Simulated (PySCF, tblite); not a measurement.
Compound: C2H4SSi.
SMILES with atom numbers: `[CH:1]1=[CH:2][S:3][SiH2:4]1` (hydrogens: H5 on C1; H6 on C2; H7, H8 on Si4)

Structure used (GFN2-xTB), in Å, numbered top down from 1:
```
atom  x, y, z in Å
C1     0.7726   -0.2510   -0.4543
C2     0.9541    0.7468    0.4240
S3    -0.5675    1.1340    1.2099
Si4   -1.0622   -0.5195   -0.1891
H5     1.5391   -0.6847   -1.0734
H6     1.8473    1.2907    0.6799
H7    -1.9861   -0.0272   -1.1978
H8    -1.4883   -1.6798    0.5762
```

Computed with PBE0/def2-SVPD in PySCF (dipole) on a GFN2-xTB geometry, gas phase.

Take the most abundant isotopes and a rigid rotor. 

Task: Give the principal moments of inertia and the rotational constants in GHz.

Result: Ia = 67.57, Ib = 96.37, Ic = 157.76 u·Å²; 505379 MHz·u·Å²/I gives 7480, 5244 and 3203 MHz, that is A = 7.4798, B = 5.2440, C = 3.2034 GHz.

Task: What kind of rotor is it?

Result: An asymmetric top; Ray's κ = -0.046.

Task: What does the inertial defect say?

Result: Not planar: Δ = Ic − Ia − Ib = -6.17 u·Å². For a rigid frame Δ = −2 Σ m c², so Σ m c² = 3.09 u·Å² lies off the ab plane, practically all of it from hydrogen. The atom farthest from that plane is 1.24 Å away.

Task: Where do the levels up to J = 2 lie, in cm⁻¹?

Result: Above 0(0,0):
J = 1: 1(0,1) 0.2818, 1(1,1) 0.3564, 1(1,0) 0.4244
J = 2: 2(0,2) 0.8154, 2(1,2) 0.8518, 2(1,1) 1.0560, 2(2,1) 1.2798, 2(2,0) 1.3097
The levels of one J sum to (2J + 1)J(J + 1)(A + B + C)/3.

Task: Predict some low-J microwave lines.

Result: The dipole components are |μa| = 1.68 D, |μb| = 0.76 D, |μc| = 0.00 D; the mirror of this Cs structure is the ab plane, so μc vanishes by symmetry and there are no c-type lines. The squared components, which scale the intensities, stand as 1.00 : 0.21 (a : b). Some lines, for components of 0.1 D or more:

```csv
type,branch,"J(Ka,Kc)",MHz,lower level (cm⁻¹)
a,Q,"2(2,0) ← 2(2,1)",897,1.280
b,Q,"1(1,0) ← 1(0,1)",4276,0.282
a,Q,"2(1,1) ← 2(1,2)",6122,0.852
b,Q,"2(2,0) ← 2(1,1)",7605,1.056
a,R,"1(0,1) ← 0(0,0)",8447,0.000
b,Q,"4(3,1) ← 4(2,2)",11705,3.518
b,Q,"3(3,0) ← 3(2,1)",13307,2.249
b,R,"2(0,2) ← 1(1,1)",13762,0.356
a,R,"2(1,2) ← 1(1,1)",14854,0.356
a,R,"2(0,2) ← 1(0,1)",15997,0.282
b,R,"2(1,2) ← 1(0,1)",17090,0.282
b,Q,"4(4,0) ← 4(3,1)",20189,3.909
b,R,"3(0,3) ← 2(1,2)",21418,0.852
b,R,"2(2,1) ← 1(1,0)",25643,0.424
a,R,"3(2,1) ← 2(2,0)",28173,1.310
b,R,"4(0,4) ← 3(1,3)",28349,1.579
a,R,"4(1,4) ← 3(1,3)",28460,1.579
b,R,"2(2,0) ← 1(1,1)",28581,0.356
a,R,"4(0,4) ← 3(0,3)",28733,1.566
b,R,"3(2,2) ← 2(1,1)",32050,1.056
a,R,"4(2,3) ← 3(2,2)",33057,2.125
a,R,"4(1,3) ← 3(1,2)",35219,1.978
a,R,"4(3,1) ← 3(3,0)",36441,2.693
b,R,"4(2,3) ← 3(1,2)",37459,1.978
b,R,"3(3,0) ← 2(2,1)",42378,1.280
b,R,"4(4,1) ← 3(3,0)",56560,2.693
b,R,"4(2,2) ← 3(1,3)",58140,1.579
```

Its GFN2-xTB frequencies are all real (lowest 254 cm⁻¹). Zero-point vibration and centrifugal distortion are left out.
